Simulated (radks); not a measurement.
Results of a calculation; reference values are marked as such.
Task: Ionisation of the platinum ion Pt+, [Xe] 4f14 5d9, to Pt2+, [Xe] 4f14 5d8, under several functionals. Scalar-relativistic Kohn-Sham, spin-unpolarised, spherical densities, point nucleus; a radial shooting solver on a logarithmic mesh with Libxc functionals. Known Delta-SCF values: LDA (Slater exchange, Perdew-Wang correlation) 20.260 eV. What does XLYP give, and what is its highest occupied eigenvalue?

Result: 19.906 eV by Delta-SCF; the 5d eigenvalue is -14.258 eV. NIST: 18.6 eV (measured).

Beside tabulated values, note that spin-unpolarised runs miss the spin-polarisation part of the exchange energy of open shells.
